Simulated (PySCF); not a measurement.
Species: C₄H₁₀OSi.
SMILES with atom numbers: `[CH3:1][C@@H:2]1[CH2:3][CH2:4][O:5][SiH2:6]1` (hydrogens: H7, H8, H9 on C1; H10 on C2; H11, H12 on C3; H13, H14 on C4; H15, H16 on Si6)

Geometry (PBE0-D3(BJ)/def2-SVP, Å), atoms numbered from 1 in this order:
```
atom  x, y, z in Å
C1    -2.0725   -0.8920   -0.1709
C2    -0.6475   -0.4390   -0.4537
C3     0.4355   -1.2858    0.2374
C4     1.7424   -0.4937    0.2308
O5     1.4620    0.8613    0.5328
Si6   -0.1178    1.2826    0.1385
H7    -2.3002   -0.8425    0.9065
H8    -2.2378   -1.9332   -0.4940
H9    -2.8134   -0.2660   -0.6919
H10   -0.4649   -0.4621   -1.5447
H11    0.5633   -2.2709   -0.2427
H12    0.1319   -1.4745    1.2829
H13    2.4577   -0.8824    0.9731
H14    2.2279   -0.5625   -0.7621
H15   -0.1578    2.3447   -0.9112
H16   -0.8551    1.7681    1.3450
```

Theory: core-valence-separated Tamm–Dancoff BHandHLYP/aug-pcX-1 (pcseg-1 on H, def2-SVPD on Si) in PySCF, non-relativistic, gas phase, PBE0-D3(BJ)/def2-SVP geometry. Absolute energies from this functional tend to lie a few eV below measured edges; no shift was applied.

The lowest roots of each edge with f over 0.003 (five at most, numbered afresh; weaker and dark ones are left out), with transition dipoles (au) in the frame of the coordinates:

```json
{"root": "1", "edge": "C", "E (eV)": "285.35", "f": "0.0075", "μx": "-0.0319", "μy": "-0.0069", "μz": "0.0028"}
{"root": "2", "edge": "C", "E (eV)": "285.38", "f": "0.0164", "μx": "-0.0070", "μy": "-0.0203", "μz": "0.0435"}
{"root": "3", "edge": "C", "E (eV)": "285.61", "f": "0.0155", "μx": "-0.0077", "μy": "-0.0454", "μz": "0.0095"}
{"root": "4", "edge": "C", "E (eV)": "285.68", "f": "0.0143", "μx": "-0.0048", "μy": "-0.0345", "μz": "-0.0289"}
{"root": "5", "edge": "C", "E (eV)": "286.01", "f": "0.0269", "μx": "-0.0080", "μy": "0.0485", "μz": "-0.0378"}
{"root": "6", "edge": "O", "E (eV)": "532.50", "f": "0.0067", "μx": "0.0204", "μy": "-0.0062", "μz": "0.0078"}
{"root": "7", "edge": "O", "E (eV)": "533.53", "f": "0.0033", "μx": "-0.0054", "μy": "0.0110", "μz": "0.0101"}
{"root": "8", "edge": "O", "E (eV)": "533.93", "f": "0.0249", "μx": "-0.0214", "μy": "0.0377", "μz": "0.0052"}
{"root": "9", "edge": "O", "E (eV)": "534.10", "f": "0.0083", "μx": "-0.0226", "μy": "-0.0107", "μz": "0.0036"}
{"root": "10", "edge": "O", "E (eV)": "534.36", "f": "0.0057", "μx": "0.0037", "μy": "0.0052", "μz": "0.0198"}
```

Task: Molecules are fixed in this frame and the field points along (1, 0, −1)/√2. What effective strengths 3 f cos²θ do the roots have (θ between field and μ)?

Result: root 1 (C1): 0.013, root 2 (C2): 0.027, root 3 (C3): 0.003, root 4 (C2): 0.006, root 5 (C1): 0.009, root 6 (O5): 0.003, root 7 (O5): 0.005, root 8 (O5): 0.014, root 9 (O5): 0.013, root 10 (O5): 0.005. Root 2 is the strongest. Averaged over all orientations cos²θ is 1/3, which gives f back.

On one thread, Arm Neoverse V2 (aarch64), on a shared host, this took 17 s of wall time and 0.96 GiB of memory at its peak.

One conformer stands for the species.
